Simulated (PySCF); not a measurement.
**Correlation energy of Br (bromine, neutral)**

[Ar] 3d10 4s2 4p5, 2P determinant. Calculation: PySCF 2.14, in cc-pVTZ-PP with ECP10MDF; scalar relativity through the core potential. Frozen: 3s2 3p6 3d10; 7 electrons correlated.

MP2 pair energies summed by pair of shells (mhartree):

```tsv
pair	energy	share (%)
4p-4p	-81.49	60.7
4s-4p	-44.68	33.3
4s-4s	-8.07	6.0
```

Total MP2 correlation energy: -134.24 mhartree.

Same-spin part -30.59 and opposite-spin part -103.65 mhartree; SCS-MP2 scales them by 1/3 and 6/5 to -134.58 mhartree.

```csv
level,correlation energy (mhartree)
CCSD,-153.56
(T),-4.42
CCSD(T),-157.98
```

Diagnostics: T1 = 0.0062, D1 = 0.0205, largest double amplitude 0.047.

Task: Is a single reference adequate?

Result: Yes, within this model without spin-orbit coupling: T1 lies below 0.03 and no double amplitude reaches 0.07.
